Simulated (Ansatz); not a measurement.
Species: C5H10O (charge 0, singlet). 
Structure (B3LYP-D3(BJ)/def2-TZVP (Ansatz, an electronic-structure program) minimum search):
```
C
H 1 1.0931
H 1 1.0931 2 105.69
C 1 1.5212 2 109.16 3 117.29
H 4 1.0983 1 111.42 2 64.30
H 4 1.0983 5 104.53 1 -120.46
C 4 1.5036 5 106.87 6 -113.07
O 7 1.2038 4 125.09 5 -124.27
H 7 1.1118 8 120.25 4 180.00
C 1 1.5266 2 109.86 3 -118.47
H 10 1.0952 1 109.35 2 -64.19
H 10 1.0952 11 106.08 1 117.82
C 10 1.5257 11 109.53 12 118.12
H 13 1.0914 10 111.47 11 -57.97
H 13 1.0925 14 107.81 10 122.09
H 13 1.0925 14 107.81 15 115.82
```
Charge 0, spin multiplicity 1.

Property: vertical ionisation energy (to the doublet state of charge +1; each state is the SCF solution reached for its spin), in eV. Valence correlation only, unless marked. UHF or UKS for open shells. Spin-orbit coupling is left out. Non-relativistic. CBS marks a two-point X^-3 extrapolation of the correlation energy; Hartree-Fock from the larger set. [CCSD(T)-MP2]/basis is that difference in the basis named.

```csv
level,program,vertical ionisation energy (eV)
HF/aug-cc-pVQZ,Ansatz,8.59
CAM-B3LYP/def2-TZVPD,Ansatz,9.89
wB97M-V/def2-TZVPD,Ansatz,9.87
B2PLYP/def2-TZVPD,Ansatz,9.89
"RI-MP2/CBS(aug-cc-pVTZ,aug-cc-pVQZ)",Ansatz,10.58
SCS-MP2/aug-cc-pVDZ,Ansatz,10.23
"RI-MP2/CBS(aug-cc-pVTZ,aug-cc-pVQZ)+[CCSD(T)-MP2]/aug-cc-pVTZ",Ansatz,10.08
```
